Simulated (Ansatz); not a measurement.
Basis sets compared for Si(iPr)H3 (C3H10Si). Total charge 0; singlet. Geometry PBE0-D4/def2-SVP. Ansatz on 4 threads of Intel Xeon on a shared host; times are rough, and most runs start from earlier orbitals.

Cartesian coordinates in Å:
```
Si -0.035 -0.451 -1.624
C 0.009 0.449 0.044
C 1.283 0.116 0.821
C -1.249 0.157 0.862
H 0.022 1.527 -0.203
H 2.193 0.370 0.254
H 1.333 -0.958 1.067
H 1.321 0.670 1.774
H -1.242 0.716 1.813
H -2.170 0.433 0.323
H -1.322 -0.914 1.115
H 1.190 -0.141 -2.427
H -1.239 -0.042 -2.415
H -0.094 -1.932 -1.406
```

Binding counts from free atoms (Si triplet, C triplet, H doublet) in the same basis, without a counterpoise term.

```csv
level,functions,energy (Eh),HOMO (eV),LUMO (eV),binding per atom (eV),wall time
HF/STO-3G,34,-403.6547,-9.49,13.40,3.75,0.15 s
HF/6-31G,60,-408.2375,-11.01,4.35,2.71,0.3 s
PBE-D4/def2-SVP,110,-409.3192,-6.83,0.30,3.80,0.75 s
PBE-D4/def2-TZVP,190,-409.5517,-6.87,-0.13,3.78,1.2 s
r2SCAN-D4/def2-TZVP,190,-409.7710,-7.11,0.37,3.75,2.1 s
PBE0-D4/def2-SVP,110,-409.3814,-8.11,1.14,3.78,0.9 s
PBE0-D4/def2-TZVP (with forces),190,-409.6085,-8.10,0.67,3.76,2.5 s
```

Task: Estimate the rows for PBE-D4/def2-TZVPD, r2SCAN-D4/def2-TZVPD, PBE0-D4/def2-TZVPD.

Result: 
| level | functions | energy (Eh) | HOMO (eV) | LUMO (eV) | binding per atom (eV) | wall time |
| --- | --- | --- | --- | --- | --- | --- |
| PBE-D4/def2-TZVPD | 244 | -409.5523 | -6.88 | -0.48 | 3.78 | 1.9 s |
| r2SCAN-D4/def2-TZVPD | 244 | -409.7714 | -7.11 | 0.13 | 3.76 | 2.9 s |
| PBE0-D4/def2-TZVPD | 244 | -409.6090 | -8.10 | 0.20 | 3.76 | 2.3 s |
